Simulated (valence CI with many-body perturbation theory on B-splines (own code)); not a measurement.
## Re34+ in brief

Level of theory: relativistic CI+MBPT: five valence electrons over a frozen Dirac-Fock core [Kr], radial functions for each j: 7 s, 7 p, 8 d, 6 f, 4 g, 1 h, with the one-electron correlation potential Σ1, the two-electron term Σ2, the three-electron term Σ3, Breit, model QED; selected CI, second order for the rest (own B-spline code, finite nucleus).

The last digits are not significant, and no measured levels were compared; by estimate large intervals hold to a few tenths of a per cent, small ones and those within an open d or f shell to about a per cent. Only levels of the ground parity were solved; by the run's estimate the other parity begins above the list, which can be wrong where configurations are misplaced.

Levels are named by their leading jj configuration (3d3/2^4 stands for four electrons in 3d with j = 3/2), which in mixed levels can hold well under half, so a name can repeat and another be missing.

Rates and lifetimes use the calculated energies. Strong lines usually hold to 10 to 20 %, long lifetimes can be off by a factor of two.

Problem. What is the ground level?

Solution. (4d3/2^4 4d5/2) J=5/2, composition 28 % 4d⁵ ⁴P + 22 % 4d⁵ ²D + 15 % 4d⁵ ⁶S, g = 1.356.

Problem. What is the ionisation energy?

Solution. 1455.7 eV; NIST lists 1454 ± 5 eV (theoretical).

Problem. How well does LS coupling describe the low levels?

Solution. Among the lowest 20 levels the leading LS term, summed over configurations, holds 48 % on average. For single configurations the figures are 48 % in LS and 94 % in jj coupling. Terms mix most in the J = 5/2 level at 0.000 eV, where the leading one holds 28 %.
